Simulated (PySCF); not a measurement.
Electronic structure of Zn⁺ (zinc, charge +1) at the PBE level

Configuration: [Ar] 3d10 4s1, 2S determinant. All numbers are calculated (PySCF 2.14, scalar relativity by spin-free X2C-1e, in aug-cc-pVDZ-DK (7s6p4d2f, 59 functions)).

```json
{
 "Total energy": "-1795.320 hartree",
 "One-electron energy": "-2492.596 hartree",
 "Hartree (Coulomb) energy": "768.866 hartree",
 "Exchange-correlation energy": "-71.590 hartree",
 "⟨S²⟩": "0.7509",
 "⟨L²⟩": "0.000",
 "Sum of ⟨r⟩": "18.77 bohr",
 "Sum of ⟨r²⟩": "22.56 bohr²",
 "Langevin diamagnetic susceptibility": "-17.9 ×10⁻⁶ cm³/mol"
}
```

| shell | electrons | mean orbital energy (hartree) | rms radius, mean of both spins (bohr) |
| --- | --- | --- | --- |
| 1s α | 1 | -350.09456 | 0.0580 |
| 1s β | 1 | -350.09289 | 0.0580 |
| 2s β | 1 | -42.90002 | 0.245 |
| 2s α | 1 | -42.89965 | 0.245 |
| 2p α | 3 | -37.24074 | 0.219 |
| 2p β | 3 | -37.24071 | 0.219 |
| 3s α | 1 | -5.09810 | 0.733 |
| 3s β | 1 | -5.09711 | 0.733 |
| 3p α | 3 | -3.41629 | 0.776 |
| 3p β | 3 | -3.41448 | 0.776 |
| 3d α | 5 | -0.72750 | 1.04 |
| 3d β | 5 | -0.71968 | 1.04 |
| 4s α | 1 | -0.53458 | 2.58 |

Densities and radii are taken from the X2C orbitals without a picture-change correction, which distorts them close to the nucleus.
